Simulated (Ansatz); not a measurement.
Two isomers of C2H7FN2Si: A = `C=C[Si](N)(N)F`, B = `C[C@@]1(F)N[Si@@H]1N`.

Computed with Ansatz on PBE0-D4/def2-TZVP structures; ΔE is electronic, products minus reactants. CCSD(T)/CBS is the MP2 limit (def2-TZVPP, def2-QZVPP) plus CCSD(T) − MP2 in def2-TZVPP, frozen cores. Functionals use def2-TZVPP. B3LYP here is the variant with VWN-RPA as its local correlation; programs differ in this. Each species was taken in one conformer, which may not be the lowest.

**Question.** Which isomer does CCSD(T)/CBS put lower? Give the gap. (Best estimate.)

**Answer.** Computed: A, by 80.5 kcal/mol.

**Question.** Give E(B) − E(A) in kcal/mol with B3LYP-D4, PBE0-D4, B3LYP, CCSD/def2-TZVPP, MP2/def2-TZVPP, ωB97M-V, B2PLYP. (An estimate is asked.)

**Answer.** Computed: B3LYP-D4 78.1, PBE0-D4 72.2, B3LYP 77.6, CCSD/def2-TZVPP 80.9, MP2/def2-TZVPP 80.0, ωB97M-V 76.6, B2PLYP 79.2. None reverses the order clearly.

Largest T1 diagnostic: 0.012.

From PBE to PBE0 (25 % exact exchange), in def2-TZVPP and without D4, E(B) − E(A) moves by +2.8 kcal/mol. In def2-TZVPP, CCSD(T) changes the Hartree–Fock value by −6.7 kcal/mol (the triples alone add −1.0 kcal/mol) and MP2 by −6.6 kcal/mol.
